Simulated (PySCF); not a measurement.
Computed vibrations of Bi(CH3)I2

Bi(CH3)I2 (singlet). PySCF 2.14.0, RKS B3LYP, Bi def2-SVP with ECP60, C def2-SVP, H def2-SVP, I def2-SVP with ECP28; non-relativistic Hamiltonian with scalar-relativistic core potentials where named; density fitting; no spin-orbit coupling. Central differences of gradients.

```xyz
7

Bi    0.4866    0.0000    0.8024
C     2.4958    0.0000   -0.3108
H     2.2933    0.0000   -1.3891
H     3.0496    0.9054   -0.0235
H     3.0496   -0.9054   -0.0235
I    -0.5520    2.2480   -0.6403
I    -0.5520   -2.2480   -0.6403
```

Run from Python with OMP_NUM_THREADS=2. Where DIIS fails, smearing, a level shift and second-order steps follow.
It took 2.3 min on 2 threads of Arm Neoverse V1, on a shared host.

Problem. What are the harmonic wavenumbers and infrared intensities?

Solution. Modes are labelled in Cs; negative numbers are unstable modes, those under 60 cm⁻¹ near the noise; a finer grid moves soft modes by up to 10 cm⁻¹.
```csv
cm⁻¹,km/mol,symmetry
45,0.3,a'
104,0.0,a''
112,0.2,a'
118,0.1,a''
161,23.5,a''
162,5.5,a'
450,13.4,a'
738,6.2,a'
742,12.2,a''
1182,5.4,a'
1417,6.0,a'
1426,5.5,a''
3046,3.2,a'
3164,0.8,a''
3185,0.7,a'
```

Problem. Is this a minimum?

Solution. Yes, within the noise of the softest modes. Ideal gas at 298.15 K and 1 bar: S = 409.6 J/(mol K), Cp = 95.4 J/(mol K), H − H(0 K) = 22.3 kJ/mol (rigid rotor, harmonic modes, spin degeneracy alone; the modes under 60 cm⁻¹ make these uncertain).
